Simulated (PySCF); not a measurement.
Species: C5H4F2.
Geometry (PBE0-D3(BJ)/def2-SVP, Å), atoms numbered from 1 in this order:
```xyz
11
C5H4F2 angstrom
F      2.4587   -0.6081   -0.4994
C      1.1953   -0.3402   -0.2306
C      0.2551   -1.1574    0.2722
C     -1.0112   -0.3659    0.3880
C     -0.6682    1.0036   -0.1123
C      0.6273    0.9872   -0.4677
F      1.3549    1.9699   -0.9628
H      0.3778   -2.2025    0.5505
H     -1.8251   -0.8181   -0.2085
H     -1.3775   -0.3377    1.4306
H     -1.3525    1.8480   -0.1707
```

The closed-shell ground state was solved at several levels (PySCF, density fitting, gas phase, non-relativistic).

```json
{"level": "PBE0/6-31G*", "basis functions": "106", "HOMO (eV)": "-6.38", "LUMO (eV)": "-0.34", "gap (eV)": "6.04", "dipole (D)": "2.30"}
{"level": "BHandHLYP/def2-SVPD", "basis functions": "178", "HOMO (eV)": "-7.74", "LUMO (eV)": "0.20", "gap (eV)": "7.94", "dipole (D)": "2.99"}
{"level": "HF/def2-SVPD", "basis functions": "178", "HOMO (eV)": "-9.08", "LUMO (eV)": "2.86", "gap (eV)": "11.94", "dipole (D)": "3.09"}
{"level": "LDA/def2-SVPD", "basis functions": "178", "HOMO (eV)": "-5.88", "LUMO (eV)": "-1.92", "gap (eV)": "3.96", "dipole (D)": "2.75"}
{"level": "CAM-B3LYP/def2-SVPD", "basis functions": "178", "HOMO (eV)": "-8.10", "LUMO (eV)": "0.29", "gap (eV)": "8.39", "dipole (D)": "2.90"}
```

(1) What might PBE0/def2-SVP (118 basis functions) give for the same quantities?

(2) Over all these levels, which gives the widest orbital gap and which the narrowest?

(3) In the def2-SVPD basis, how does the gap go with the fixed share of exact exchange?

(4) How far do the dipole and the HOMO energy spread over the levels?

Answers

(1) HOMO -6.66 eV, LUMO -0.63 eV, gap 6.03 eV, dipole 2.50 D.

(2) HF/def2-SVPD (Hartree–Fock, all exact exchange) has the widest, 11.94 eV, and LDA/def2-SVPD (LDA) the narrowest, 3.96 eV. The two share the basis. From the narrowest to the widest the HOMO moves by -3.20 eV and the LUMO by +4.78 eV.

(3) LDA (0 %) 3.96 eV; BHandHLYP (50 %) 7.94 eV; HF (100 %) 11.94 eV. Each rise in the share widens the gap here.

(4) The dipole runs from 2.30 to 3.09 D (mean 2.76 D) and the HOMO from -9.08 to -5.88 eV.
